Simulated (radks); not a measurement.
Results of a calculation; reference values are marked as such.
Species: V. Configuration: [Ar] 3d3 4s2.

Level of theory: non-relativistic Kohn-Sham, PBEsol, spin-unpolarised, spherical densities, point nucleus; hard spherical wall at 20 bohr (a radial shooting solver on a logarithmic mesh with Libxc functionals).

Energy parts (hartree):
part                       energy
total                  -942.57620
kinetic                 941.63975
electron-nucleus      -2235.58020
Hartree                 395.15166
exchange-correlation    -43.78741

Orbitals (lengths in bohr, moments of r in powers of bohr):
orbital  occ.  eigenvalue (hartree)   <1/r>       <r^4>
1s          2             -195.4858   22.51  0.00009332
2s          2             -21.84424   4.731     0.02298
2p          6             -18.43405   4.674     0.01785
3s          2              -2.53422   1.470       1.816
3p          6              -1.60987   1.346       2.660
3d          3              -0.19719  0.9637       23.31
4s          2              -0.17127  0.3856       288.4
4p          0              -0.05303  0.2771        1238

The highest occupied level is 4s at -4.661 eV. The pressure on the wall is 4.28e-08 GPa. The electron density at the nucleus is 8169 e/bohr^3. Summed over all electrons, <r^2> = 44.84 bohr^2, which gives a Langevin (diamagnetic) susceptibility term of -35.5 x 10^-6 cm^3/mol. The density falls to 0.001 e/bohr^3 at r = 4.74 bohr.
